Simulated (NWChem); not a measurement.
System: CH$_{3}$OS anion

The following NWChem deck was run.

```
start job
memory heap 200 mb stack 900 mb global 1100 mb
charge -1
geometry units angstroms
  C      0.359253     1.404615     0.000000
  S     -0.556914    -0.192200     0.000000
  O      0.607773    -1.305683     0.000000
  H      0.999453     1.486768     0.896164
  H     -0.377820     2.227607     0.000000
  H      0.999453     1.486768    -0.896164
end
basis spherical
  * library def2-svp
end
dft
  xc becke88 lyp
  iterations 150
end
driver
  maxiter 120
end
task dft optimize
task dft freq
```

NWChem printed, in part:

```
             Northwest Computational Chemistry Package (NWChem) 7.3.0
             --------------------------------------------------------

 CS  symmetry detected

                             Geometry "geometry" -> ""
                             -------------------------

 Output coordinates in angstroms (scale by  1.889725989 to convert to a.u.)

  No.       Tag          Charge          X              Y              Z
 ---- ---------------- ---------- -------------- -------------- --------------
    1 C                    6.0000     0.40877060     1.38985670     0.00000000
    2 S                   16.0000    -0.55421732    -0.17916669     0.00000000
    3 O                    8.0000     0.57703196    -1.32660526     0.00000000
    4 H                    1.0000     1.05112006     1.45304154     0.89616400
    5 H                    1.0000    -0.30364221     2.23428576     0.00000000
    6 H                    1.0000     1.05112006     1.45304154    -0.89616400

 Effective nuclear repulsion energy (a.u.)     102.8632021893

      Symmetry information
      --------------------

 Group name             Cs
 Group number              2
 Group order               2
 No. of unique centers     5

                                Z-matrix (autoz)
                                --------

 Units are Angstrom for bonds and degrees for angles

      Type          Name      I     J     K     L     M      Value
      ----------- --------  ----- ----- ----- ----- ----- ----------
    1 Stretch                  1     2                       1.84097
    2 Stretch                  1     4                       1.10441
    3 Stretch                  1     5                       1.10480
    4 Stretch                  1     6                       1.10441
    5 Stretch                  2     3                       1.61132
    6 Bend                     1     2     3               103.86754
    7 Bend                     2     1     4               110.67091
    8 Bend                     2     1     5               108.30743
    9 Bend                     2     1     6               110.67091
   10 Bend                     4     1     5               109.34899
   11 Bend                     4     1     6               108.47442
   12 Bend                     5     1     6               109.34899
   13 Torsion                  3     2     1     4         -60.14360
   14 Torsion                  3     2     1     5         180.00000
   15 Torsion                  3     2     1     6          60.14360

                           NWChem Geometry Optimization
                           ----------------------------

 maximum gradient threshold         (gmax) =   0.000450
 rms gradient threshold             (grms) =   0.000300
 maximum cartesian step threshold   (xmax) =   0.001800
 rms cartesian step threshold       (xrms) =   0.001200
 fixed trust radius                (trust) =   0.300000
 source of zmatrix                         =   autoz

          -------------------
          Energy Minimization
          -------------------

 Using diagonal initial Hessian
 Scaling for Hessian diagonals: bonds = 1.00  angles = 0.25  torsions = 0.10

          --------
          Step   0

                                 NWChem DFT Module
                                 -----------------

 Summary of "ao basis" -> "ao basis" (spherical)
 ------------------------------------------------------------------------------
       Tag                 Description            Shells   Functions and Types
 ---------------- ------------------------------  ------  ---------------------
 C                          def2-svp                 6       14   3s2p1d
 S                          def2-svp                 8       18   4s3p1d
 O                          def2-svp                 6       14   3s2p1d
 H                          def2-svp                 3        5   2s1p

      Symmetry analysis of basis
      --------------------------

        a'         42
        a"         19

            General Information
            -------------------
          SCF calculation type: DFT
          Wavefunction type:  closed shell.
          No. of atoms     :     6
          No. of electrons :    34
           Alpha electrons :    17
            Beta electrons :    17
          Charge           :    -1
          Spin multiplicity:     1
          Use of symmetry is: on ; symmetry adaption is: on
          Maximum number of iterations: 150
          AO basis - number of functions:    61
                     number of shells:    29
          Convergence on energy requested:  1.00D-06
          Convergence on density requested:  1.00D-05
          Convergence on gradient requested:  5.00D-04

              XC Information
              --------------
                    Becke 1988 Exchange Functional  1.000
              Lee-Yang-Parr Correlation Functional  1.000

             Grid Information
             ----------------
          Grid used for XC integration:  medium
          Radial quadrature: Mura-Knowles
          Angular quadrature: Lebedev.
          Tag              B.-S. Rad. Rad. Pts. Rad. Cut. Ang. Pts.
          ---              ---------- --------- --------- ---------
          C                   0.70       49           7.0       434
          S                   1.00       88           8.0       590
          O                   0.60       49          10.0       434
          H                   0.35       45           8.0       434
          Grid pruning is: on
          Number of quadrature shells:   276
          Spatial weights used:  Erf1

      Superposition of Atomic Density Guess
      -------------------------------------

 Sum of atomic energies:        -511.16111987

 Renormalizing density from      33.00 to     34

      Non-variational initial energy
      ------------------------------

 Total energy =    -521.388908
 1-e energy   =    -936.447527
 2-e energy   =     312.195417
 HOMO         =       0.170198
 LUMO         =       0.333778

      Symmetry analysis of molecular orbitals - initial
      -------------------------------------------------

  Numbering of irreducible representations:

     1 a'          2 a"

  Orbital symmetries:

     1 a'          2 a'          3 a'          4 a'          5 a'
     6 a'          7 a"          8 a'          9 a'         10 a'
    11 a'         12 a"         13 a'         14 a'         15 a"
    16 a'         17 a"         18 a'         19 a'         20 a"
    21 a'         22 a'         23 a"         24 a'         25 a'
    26 a'         27 a'

   convergence    iter        energy       DeltaE   RMS-Dens  Diis-err
 ---------------- ----- ----------------- --------- --------- ---------
 d= 0,ls=0.0,diis     1   -512.8231953807 -6.16D+02  8.36D-02  1.44D+00
 d= 0,ls=0.0,diis     2   -511.4056304371  1.42D+00  7.72D-02  1.33D+01
 d= 0,ls=0.0,diis     3   -512.9321569604 -1.53D+00  2.57D-02  8.10D-01
 d= 0,ls=0.0,diis     4   -513.0158319835 -8.37D-02  6.54D-03  4.74D-02
 d= 0,ls=0.0,diis     5   -513.0207460732 -4.91D-03  7.66D-04  2.28D-03
  Resetting Diis
 d= 0,ls=0.0,diis     6   -513.0210015540 -2.55D-04  3.89D-04  3.28D-04
 d= 0,ls=0.0,diis     7   -513.0210391749 -3.76D-05  7.59D-04  3.36D-05
 d= 0,ls=0.0,diis     8   -513.0210096789  2.95D-05  4.70D-04  2.71D-04
 d= 0,ls=0.0,diis     9   -513.0210441474 -3.45D-05  5.82D-05  6.04D-06
 d= 0,ls=0.0,diis    10   -513.0210449911 -8.44D-07  1.44D-05  3.65D-07
 d= 0,ls=0.0,diis    11   -513.0210450341 -4.30D-08  1.76D-06  1.24D-08

         Total DFT energy =     -513.021045034104
      One electron energy =     -919.789617061473
           Coulomb energy =      344.940932899508
    Exchange-Corr. energy =      -41.035563061408
 Nuclear repulsion energy =      102.863202189269

 Numeric. integr. density =       34.000002339981

                  Occupations of the irreducible representations
                  ----------------------------------------------

                     irrep           alpha         beta
                     --------     --------     --------
                     a'               13.0         13.0
                     a"                4.0          4.0

                       DFT Final Molecular Orbital Analysis
                       ------------------------------------

[...]

      ----------------------
      Optimization converged
      ----------------------

  Step       Energy      Delta E   Gmax     Grms     Xrms     Xmax
  ---- ---------------- -------- -------- -------- -------- --------
@    5    -513.02223474 -1.3D-06  0.00012  0.00003  0.00096  0.00166
                                     ok       ok       ok       ok

                                Z-matrix (autoz)
                                --------

 Units are Angstrom for bonds and degrees for angles

      Type          Name      I     J     K     L     M      Value     Gradient
      ----------- --------  ----- ----- ----- ----- ----- ---------- ----------
    1 Stretch                  1     2                       1.88383   -0.00002
    2 Stretch                  1     4                       1.12082    0.00003
    3 Stretch                  1     5                       1.11792    0.00002
    4 Stretch                  1     6                       1.12082    0.00003
    5 Stretch                  2     3                       1.61979   -0.00012
    6 Bend                     1     2     3               105.27247   -0.00000
    7 Bend                     2     1     4               110.89233    0.00000
    8 Bend                     2     1     5               110.84650    0.00001
    9 Bend                     2     1     6               110.89233    0.00000
   10 Bend                     4     1     5               108.89178   -0.00001
   11 Bend                     4     1     6               106.29059    0.00000
   12 Bend                     5     1     6               108.89178   -0.00001
   13 Torsion                  3     2     1     4         -58.92252   -0.00000
   14 Torsion                  3     2     1     5         180.00000    0.00000
   15 Torsion                  3     2     1     6          58.92252    0.00000

                         Geometry "geometry" -> "geometry"
                         ---------------------------------

 Output coordinates in angstroms (scale by  1.889725989 to convert to a.u.)

  No.       Tag          Charge          X              Y              Z
 ---- ---------------- ---------- -------------- -------------- --------------
    1 C                    6.0000     0.39524354     1.40307259     0.00000000
    2 S                   16.0000    -0.55981704    -0.22071076     0.00000000
    3 O                    8.0000     0.57075606    -1.38067843     0.00000000
    4 H                    1.0000     1.06379379     1.47356272     0.89683676
    5 H                    1.0000    -0.30358700     2.27564472     0.00000000
    6 H                    1.0000     1.06379379     1.47356272    -0.89683676

 Effective nuclear repulsion energy (a.u.)     101.3051885308

      Symmetry information
      --------------------

 Group name             Cs
 Group number              2
 Group order               2
 No. of unique centers     5

                Final and change from initial internal coordinates
                --------------------------------------------------

                                Z-matrix (autoz)
                                --------

 Units are Angstrom for bonds and degrees for angles

      Type          Name      I     J     K     L     M      Value       Change
      ----------- --------  ----- ----- ----- ----- ----- ---------- ----------
    1 Stretch                  1     2                       1.88383    0.04286
    2 Stretch                  1     4                       1.12082    0.01642
    3 Stretch                  1     5                       1.11792    0.01312
    4 Stretch                  1     6                       1.12082    0.01642
    5 Stretch                  2     3                       1.61979    0.00847
    6 Bend                     1     2     3               105.27247    1.40493
    7 Bend                     2     1     4               110.89233    0.22143
    8 Bend                     2     1     5               110.84650    2.53907
    9 Bend                     2     1     6               110.89233    0.22143
   10 Bend                     4     1     5               108.89178   -0.45721
   11 Bend                     4     1     6               106.29059   -2.18383
   12 Bend                     5     1     6               108.89178   -0.45721
   13 Torsion                  3     2     1     4         -58.92252    1.22107
   14 Torsion                  3     2     1     5         180.00000    0.00000
   15 Torsion                  3     2     1     6          58.92252   -1.22107

[...]

 Rotational Constants
 --------------------
 A=   0.801869 cm-1  (  1.153685 K)
 B=   0.255023 cm-1  (  0.366914 K)
 C=   0.200967 cm-1  (  0.289140 K)

 Temperature                      =   298.15K
 frequency scaling parameter      =   1.0000

 Zero-Point correction to Energy  =   22.865 kcal/mol  (  0.036438 au)
 Thermal correction to Energy     =   25.614 kcal/mol  (  0.040819 au)
 Thermal correction to Enthalpy   =   26.206 kcal/mol  (  0.041762 au)

 Total Entropy                    =   66.934 cal/mol-K
   - Translational                =   38.323 cal/mol-K (mol. weight =  62.9905)
   - Rotational                   =   23.178 cal/mol-K (symmetry #  =        1)
   - Vibrational                  =    5.432 cal/mol-K

 Cv (constant volume heat capacity) =   12.973 cal/mol-K
   - Translational                  =    2.979 cal/mol-K
   - Rotational                     =    2.979 cal/mol-K
   - Vibrational                    =    7.014 cal/mol-K

[normal modes left out]

 ----------------------------------------------------------------------------
 Normal Eigenvalue ||           Projected Infra Red Intensities
  Mode   [cm**-1]  || [atomic units] [(debye/angs)**2] [(KM/mol)] [arbitrary]
 ------ ---------- || -------------- ----------------- ---------- -----------
    1       -0.000 ||    0.014469           0.334        14.105       3.204
    2       -0.000 ||    0.018991           0.438        18.513       4.206
    3       -0.000 ||    0.002652           0.061         2.586       0.587
    4       -0.000 ||    0.001590           0.037         1.550       0.352
    5       -0.000 ||    0.018189           0.420        17.732       4.028
    6        0.000 ||    0.001772           0.041         1.727       0.392
    7      174.709 ||    0.000361           0.008         0.351       0.080
    8      235.259 ||    0.004351           0.100         4.242       0.964
    9      514.937 ||    0.008643           0.199         8.425       1.914
   10      816.537 ||    0.058370           1.347        56.902      12.926
   11      853.344 ||    0.010151           0.234         9.896       2.248
   12      884.288 ||    0.026248           0.606        25.588       5.813
   13     1208.434 ||    0.026570           0.613        25.902       5.884
   14     1344.179 ||    0.000017           0.000         0.017       0.004
   15     1418.882 ||    0.018726           0.432        18.255       4.147
   16     2803.533 ||    0.248547           5.734       242.296      55.041
   17     2827.297 ||    0.223219           5.150       217.605      49.432
   18     2920.631 ||    0.129952           2.998       126.684      28.778
 ----------------------------------------------------------------------------
```

Level: BLYP/def2-SVP. Sets without diffuse functions describe the anion's extra electron poorly. The highest occupied level is positive, so the extra electron may be held by the finite basis.
